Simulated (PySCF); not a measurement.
Spinor energies of As (arsenic, neutral)

Start: [Ar] 3d10 4s1 4p3 5s1; 4s1/2 filled at m_j = +1/2; 4p3/2 filled at m_j = -1/2, +1/2, +3/2; 5s1/2 filled at m_j = +1/2. Calculated with PySCF 2.14 in x2c-TZVPall-2c with one added diffuse shell each of s, p, d type (7s8p5d1f, 63 functions): generalised Hartree-Fock with the X2C-1e Hamiltonian and a Gaussian nucleus; one run each with spin-orbit coupling (SO) switched off, then screened by Boettger's factors. This is a chosen level, not necessarily the ground level.

```
spinor shell  electrons  ε, spin-free (eV)  ε, screened SO (eV)  weight of nominal j (screened SO)  rms radius, screened SO (bohr)
       1s1/2          2           -11950.2             -11949.9                              1.000                          0.0524
       2s1/2          2            -1577.7              -1577.6                              1.000                           0.219
       2p1/2          2            -1379.2              -1404.3                              1.000                           0.194
       2p3/2          4            -1379.2              -1367.1                              1.000                           0.197
       3s1/2          2            -230.56              -230.54                              1.000                           0.639
       3p1/2          2            -167.00              -170.68                              0.993                           0.659
       3p3/2          4            -167.00              -165.21                              0.997                           0.670
       3d3/2          4            -61.773              -62.300                              0.917                           0.750
       3d5/2          6            -61.773              -61.406                              0.944                           0.747
       4s1/2          1            -28.380              -28.374                              1.000                            2.02
       4p3/2          3            -14.517              -14.519                              0.652                            2.48
       5s1/2          1             -3.031               -3.031                              1.000                            5.24
```

```
   quantity    spin-free  screened SO
E (hartree)  -2258.54585  -2258.64096
        M_J          5/2          5/2
       ⟨J²⟩        8.752        8.752
       ⟨L²⟩        0.000        0.005
       ⟨S²⟩        8.752        8.748
```

Each row is a mean over spinors that exchange with the open shell spreads, by up to 1.234 eV (3s1/2).

Rows whose weight is well below 1 are mixtures of j = l ± 1/2: exchange outweighs spin-orbit coupling there, and the label is only the starting occupation.

Without spin-orbit coupling the j labels of p, d and f shells carry no meaning; the spin-free column gives the mean over the occupied spinors of each nl shell.
